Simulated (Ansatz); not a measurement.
`O[SiH](O)[O][AlH2]` + `F[Si](F)(F)BCl` → `[AlH2][BH]Cl` + `O[SiH](O)O[Si](F)(F)F`  (redistribution)

Isolated molecules relaxed with PBE0-D4/def2-TZVP in Ansatz; ΔE leaves out vibrations. CCSD(T)/CBS is the MP2 limit (def2-TZVPP, def2-QZVPP) plus CCSD(T) − MP2 in def2-TZVPP, frozen cores. DFT in def2-TZVPP. B3LYP here is the variant with VWN-RPA as its local correlation; programs differ in this. Each species was taken in one conformer, which may not be the lowest.

`O[SiH](O)[O][AlH2]`:

Z-matrix (Å, degrees):
```
Si
O 1 1.632
O 1 1.618 2 113.1
O 1 1.640 2 106.2 3 120.5
H 1 1.476 2 107.3 3 -119.0
H 2 0.958 1 116.7 3 -99.4
Al 3 1.688 1 160.5 2 -29.8
H 4 0.958 1 117.3 2 -158.2
H 7 1.579 3 116.7 1 175.6
H 7 1.578 3 119.2 1 -4.6
```

`F[Si](F)(F)BCl`:

Z-matrix (Å, degrees):
```
Si
F 1 1.581
F 1 1.581 2 107.5
F 1 1.578 2 107.2 3 -114.9
B 1 2.010 2 110.7 3 121.0
Cl 5 1.727 1 120.1 2 120.3
H 5 1.192 1 122.3 2 -59.6
```

`[AlH2][BH]Cl`:

Z-matrix (Å, degrees):
```
Al
B 1 2.129
H 1 1.591 2 120.5
H 1 1.591 2 120.6 3 -178.0
Cl 2 1.756 1 117.3 3 88.7
H 2 1.197 1 129.0 3 -91.3
```

`O[SiH](O)O[Si](F)(F)F`:

Z-matrix (Å, degrees):
```
Si
O 1 1.632
O 1 1.636 2 103.7
O 1 1.626 2 113.7 3 120.5
H 1 1.469 2 113.4 3 -118.9
H 2 0.958 1 119.0 3 -179.3
Si 3 1.591 1 147.1 2 -0.9
H 4 0.959 1 119.3 2 -59.1
F 7 1.571 3 111.4 1 64.0
F 7 1.569 3 109.4 1 -176.9
F 7 1.569 3 112.0 1 -57.2
```

Q: Is it downhill or uphill in electronic energy at CCSD(T)/CBS, and by how much? (Best estimate.)

A: The calculation gave: Uphill: ΔE = +32.8 kJ/mol.

Q: What do these levels give: B3LYP-D4, PBE0, MP2/def2-TZVPP, HF/CBS(def2), MP2/CBS(def2), CCSD/CBS(def2)? (An estimate is asked.)

A: The calculation gave: B3LYP-D4 38.8, PBE0 34.4, MP2/def2-TZVPP 38.7, HF/CBS(def2) 20.2, MP2/CBS(def2) 38.1, CCSD/CBS(def2) 30.7 kJ/mol.

Largest T1 diagnostic among the species: 0.013.

From PBE to PBE0 (25 % exact exchange), in def2-TZVPP and without D4, ΔE moves by −7.8 kJ/mol. In def2-TZVPP, CCSD(T) changes the Hartree–Fock value by +12.0 kJ/mol (the triples alone add +2.2 kJ/mol) and MP2 by +17.3 kJ/mol.
